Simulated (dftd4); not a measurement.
Cl3Ti (SMILES [Cl][Ti+]([Cl])[Cl]), charge +1, singlet, at a GFN2-xTB geometry (such geometries of metal compounds can be far from the true shape) (the multiplicity is a formal guess).

dftd4 was given this input:
```
$ dftd4 mol.xyz --func b97d --charge 1 --json dftd4.json --noedisp --property

# file mol.xyz
4

Ti     0.10914501     0.56295754     0.36036279
Cl     1.80190768    -0.38074871    -0.50003049
Cl    -0.78707573    -1.07398983     1.36708778
Cl    -1.15607844     0.72620526    -1.33340913
```

Task: What does this run give for the dispersion energy, partial charges in atom order?

Result: 
```
Quantity                                                          Result
-----------------------------  -----------------------------------------
dispersion energy                                        -17.13 kcal/mol
partial charges in atom order  Ti1 1.15, Cl2 -0.05, Cl3 -0.05, Cl4 -0.05
```
